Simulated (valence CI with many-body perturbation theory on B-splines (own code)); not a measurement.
# Ir⁷¹⁺: electric-dipole lines

Method: valence CI with perturbative core correlation (CI+MBPT): four valence electrons over a frozen Dirac-Fock core [He], radial functions for each j: 11 s, 11 p, 10 d, 8 f, 5 g, 2 h, with the one-electron correlation potential Σ1 (screened to all orders), the two-electron term Σ2, the three-electron term Σ3, Breit, model QED; selected single and double excitations, second order for the rest, scaled by the run's own slope (own B-spline code, finite nucleus).

The last digits are not significant, and no measured levels were compared; by estimate large intervals hold to a few tenths of a per cent, small ones and those within an open d or f shell to about a per cent. Among the levels kept, up to 1400 cm⁻¹ of a level comes from second order outside the variational space, and about a tenth of that is noise between levels of different J, which matters for small intervals.

Lines 101 to 150 of 600 in falling wavelength, among levels below 1186.7 Ry, chosen from the strongest by gf and those to the six lowest levels. Wavelengths and rates use the calculated energies. Electric multipoles are in the length gauge, E1 and E2 with the static RPA response of the core. Weak lines are less certain than strong ones. Lines between different terms over intervals too small for the method are left out, as are lines whose strength nearly cancels. The highest levels of a list are the least certain.

Levels are named by their leading jj configuration (3d3/2^4 stands for four electrons in 3d with j = 3/2), which in mixed levels can hold well under half, so a name can repeat and another be missing. Letters in brackets count levels of one name in rising energy.

| λ vac (nm) | Upper | Lower | A (s⁻¹) | S (a.u.) with core polarisation | S without |
| --- | --- | --- | --- | --- | --- |
| 2.085 | (2s 2p3/2^2 3d3/2) J=2 [c] | (2s 2p3/2^2 3p1/2) J=1 [a] | 3.87e+11 | 8.65e-03 | 8.65e-03 |
| 2.085 | (2s^2 2p1/2 3d3/2) J=2 | (2s^2 2p1/2 3p1/2) J=1 | 1.31e+12 | 2.92e-02 | 2.92e-02 |
| 2.084 | (2s 2p1/2 2p3/2 3p3/2) J=2 [b] | (2s 2p1/2 2p3/2 3s) J=2 [b] | 1.32e+12 | 2.96e-02 | 2.96e-02 |
| 2.084 | (2s^2 2p3/2 3p3/2) J=1 | (2s^2 2p3/2 3s) J=1 | 1.62e+12 | 2.17e-02 | 2.17e-02 |
| 2.082 | (2s 2p3/2^2 3p3/2) J=2 [b] | (2s 2p3/2^2 3s) J=2 [b] | 3.27e+11 | 7.29e-03 | 7.29e-03 |
| 2.081 | (2s 2p1/2 2p3/2 3d3/2) J=4 | (2s 2p1/2 2p3/2 3p1/2) J=3 | 1.29e+12 | 5.14e-02 | 5.14e-02 |
| 2.080 | (2p1/2 2p3/2^2 3p3/2) J=3 | (2p1/2 2p3/2^2 3s) J=2 [a] | 1.91e+12 | 5.95e-02 | 5.95e-02 |
| 2.077 | (2p1/2 2p3/2^2 3p3/2) J=2 | (2p1/2 2p3/2^2 3s) J=2 [a] | 8.26e+11 | 1.83e-02 | 1.83e-02 |
| 2.074 | (2s 2p1/2 2p3/2 3d3/2) J=1 [a] | (2s 2p1/2 2p3/2 3p1/2) J=1 [a] | 1.13e+12 | 1.49e-02 | 1.49e-02 |
| 2.073 | (2s^2 2p3/2 3d3/2) J=1 | (2s^2 2p3/2 3p1/2) J=1 | 1.10e+12 | 1.45e-02 | 1.45e-02 |
| 2.073 | (2s 2p1/2 2p3/2 3p3/2) J=3 [c] | (2s 2p1/2 2p3/2 3s) J=2 [c] | 1.74e+12 | 5.36e-02 | 5.36e-02 |
| 2.073 | (2s 2p1/2 2p3/2 3p3/2) J=2 [c] | (2s 2p1/2 2p3/2 3s) J=1 [c] | 1.73e+12 | 3.79e-02 | 3.80e-02 |
| 2.071 | (2s 2p1/2 2p3/2 3d3/2) J=1 [c] | (2s 2p1/2 2p3/2 3p1/2) J=0 | 8.47e+11 | 1.11e-02 | 1.11e-02 |
| 2.071 | (2p1/2^2 2p3/2 3d3/2) J=1 | (2p1/2^2 2p3/2 3p1/2) J=1 | 1.09e+12 | 1.44e-02 | 1.44e-02 |
| 2.068 | (2s 2p3/2^2 3d3/2) J=1 [c] | (2s 2p3/2^2 3p1/2) J=1 [a] | 6.96e+11 | 9.11e-03 | 9.11e-03 |
| 2.061 | (2p1/2^2 2p3/2 3p3/2) J=3 | (2p1/2^2 2p3/2 3s) J=2 | 1.86e+12 | 5.62e-02 | 5.62e-02 |
| 2.053 | (2s^2 2p3/2 3p3/2) J=3 | (2s^2 2p3/2 3s) J=2 | 2.09e+12 | 6.25e-02 | 6.25e-02 |
| 2.053 | (2s 2p3/2^2 3p3/2) J=4 | (2s 2p3/2^2 3s) J=3 | 2.09e+12 | 8.04e-02 | 8.04e-02 |
| 2.051 | (2s 2p1/2 2p3/2 3d3/2) J=3 [b] | (2s 2p1/2 2p3/2 3p1/2) J=3 | 6.82e+11 | 2.03e-02 | 2.03e-02 |
| 2.049 | (2s 2p1/2 2p3/2 3p3/2) J=2 [a] | (2s 2p1/2 2p3/2 3s) J=1 [a] | 8.63e+11 | 1.83e-02 | 1.83e-02 |
| 2.048 | (2s 2p1/2 2p3/2 3p3/2) J=3 [a] | (2s 2p1/2 2p3/2 3s) J=2 [a] | 2.06e+12 | 6.10e-02 | 6.10e-02 |
| 2.040 | (2s 2p3/2^2 3p3/2) J=3 [a] | (2s 2p3/2^2 3s) J=3 | 1.20e+12 | 3.52e-02 | 3.52e-02 |
| 2.039 | (2s 2p3/2^2 3p3/2) J=2 [b] | (2s 2p3/2^2 3s) J=1 [a] | 1.46e+12 | 3.05e-02 | 3.05e-02 |
| 2.039 | (2s 2p1/2 2p3/2 3p3/2) J=3 [b] | (2s 2p1/2 2p3/2 3s) J=2 [b] | 7.71e+11 | 2.26e-02 | 2.26e-02 |
| 2.038 | (2s 2p3/2^2 3p3/2) J=2 [c] | (2s 2p3/2^2 3s) J=2 [b] | 5.47e+11 | 1.14e-02 | 1.14e-02 |
| 2.036 | (2s 2p1/2 2p3/2 3p3/2) J=4 | (2s 2p1/2 2p3/2 3s) J=3 | 1.88e+12 | 7.05e-02 | 7.05e-02 |
| 2.030 | (2s 2p1/2 2p3/2 3p3/2) J=1 [b] | (2s 2p1/2 2p3/2 3s) J=2 [b] | 1.83e+12 | 2.26e-02 | 2.26e-02 |
| 2.022 | (2s 2p1/2 2p3/2 3d3/2) J=2 [b] | (2s 2p1/2 2p3/2 3p1/2) J=3 | 3.82e+11 | 7.80e-03 | 7.80e-03 |
| 2.021 | (2s 2p3/2^2 3p3/2) J=2 [c] | (2s 2p3/2^2 3s) J=1 [b] | 7.59e+11 | 1.55e-02 | 1.55e-02 |
| 2.013 | (2s 2p1/2 2p3/2 3p3/2) J=2 [d] | (2s 2p1/2 2p3/2 3s) J=2 [c] | 8.86e+11 | 1.78e-02 | 1.78e-02 |
| 2.010 | (2s^2 2p1/2 3p3/2) J=2 | (2s^2 2p1/2 3s) J=1 | 2.19e+12 | 4.39e-02 | 4.40e-02 |
| 2.007 | (2s 2p3/2^2 3p3/2) J=1 [b] | (2s 2p3/2^2 3s) J=1 [a] | 7.30e+11 | 8.74e-03 | 8.74e-03 |
| 2.007 | (2s^2 2p1/2 3p3/2) J=1 | (2s^2 2p1/2 3s) J=1 | 7.85e+11 | 9.39e-03 | 9.39e-03 |
| 2.003 | (2s 2p1/2 2p3/2 3p3/2) J=0 [a] | (2s 2p1/2 2p3/2 3s) J=1 [a] | 1.98e+12 | 7.87e-03 | 7.87e-03 |
| 2.000 | (2s 2p1/2 2p3/2 3p3/2) J=1 [c] | (2s 2p1/2 2p3/2 3s) J=1 [c] | 9.69e+11 | 1.15e-02 | 1.15e-02 |
| 1.996 | (2s 2p3/2^2 3p3/2) J=2 [c] | (2s 2p3/2^2 3s) J=1 [a] | 6.96e+11 | 1.37e-02 | 1.37e-02 |
| 1.995 | (2s^2 2p1/2 3p3/2) J=1 | (2s^2 2p1/2 3s) J=0 | 1.54e+12 | 1.81e-02 | 1.81e-02 |
| 1.991 | (2s 2p1/2 2p3/2 3p3/2) J=2 [b] | (2s 2p1/2 2p3/2 3s) J=3 | 5.36e+11 | 1.04e-02 | 1.04e-02 |
| 1.990 | (2p1/2^2 2p3/2 3p3/2) J=2 | (2p1/2^2 2p3/2 3s) J=1 | 1.09e+12 | 2.12e-02 | 2.12e-02 |
| 1.988 | (2s 2p1/2^2 3p3/2) J=2 | (2s 2p1/2^2 3s) J=1 | 2.13e+12 | 4.14e-02 | 4.14e-02 |
| 1.986 | (2s 2p3/2^2 3p3/2) J=2 [a] | (2s 2p3/2^2 3s) J=2 [a] | 1.68e+12 | 3.25e-02 | 3.25e-02 |
| 1.982 | (2s 2p1/2 2p3/2 3p3/2) J=2 [d] | (2s 2p1/2 2p3/2 3s) J=1 [b] | 1.34e+12 | 2.56e-02 | 2.57e-02 |
| 1.976 | (2s^2 2p3/2 3p3/2) J=2 | (2s^2 2p3/2 3s) J=1 | 1.23e+12 | 2.35e-02 | 2.35e-02 |
| 1.975 | (2s 2p1/2 2p3/2 3p3/2) J=1 [c] | (2s 2p1/2 2p3/2 3s) J=0 | 1.15e+12 | 1.31e-02 | 1.31e-02 |
| 1.971 | (2s 2p1/2^2 3p3/2) J=1 | (2s 2p1/2^2 3s) J=1 | 8.16e+11 | 9.25e-03 | 9.25e-03 |
| 1.958 | (2p1/2^2 2p3/2 3p3/2) J=2 | (2p1/2^2 2p3/2 3s) J=2 | 1.08e+12 | 2.00e-02 | 2.00e-02 |
| 1.955 | (2s 2p1/2 2p3/2 3p3/2) J=1 [d] | (2s 2p1/2 2p3/2 3s) J=1 [b] | 1.46e+12 | 1.62e-02 | 1.62e-02 |
| 1.952 | (2s 2p1/2 2p3/2 3p3/2) J=2 [a] | (2s 2p1/2 2p3/2 3s) J=2 [a] | 9.57e+11 | 1.76e-02 | 1.76e-02 |
| 1.949 | (2s 2p1/2 2p3/2 3p3/2) J=3 [b] | (2s 2p1/2 2p3/2 3s) J=3 | 1.27e+12 | 3.25e-02 | 3.25e-02 |
| 1.946 | (2s^2 2p3/2 3p3/2) J=2 | (2s^2 2p3/2 3s) J=2 | 1.21e+12 | 2.21e-02 | 2.21e-02 |
